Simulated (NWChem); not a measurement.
# Total energies of OSe

```xyz
2

O      0.0000     0.0000     1.3410
Se     0.0000     0.0000    -0.3155
```
Charge 0, spin multiplicity 3.

The numbers come from NWChem runs, not from measurements. The geometry was optimised at UB3LYP/def2-SVP, a minimum by its harmonic frequencies.

Basis set: def2-SVP (46 functions).

```csv
method,total energy (Ha)
UHF,-2474.28366
UMP2,-2474.69195
UB2PLYP,-2475.91265
UPBE,-2475.93488
UB3LYP,-2476.39529
UM06-2X,-2476.34649
```

Total energies of different functionals aren't comparable as a measure of quality: only differences taken within one method are. 

The Hamiltonian is non-relativistic. The correlated methods keep 10 core orbitals frozen. B3LYP has NWChem's definition, with VWN1-RPA local correlation. The structure started from a generated list of species. The unpaired electrons of the parent sit in orbitals of symmetry b1 and b2 (C2v labels of the run); other states weren't searched. The stability of the SCF solutions was not checked. Open-shell Hartree-Fock references start from PBE0 orbitals.
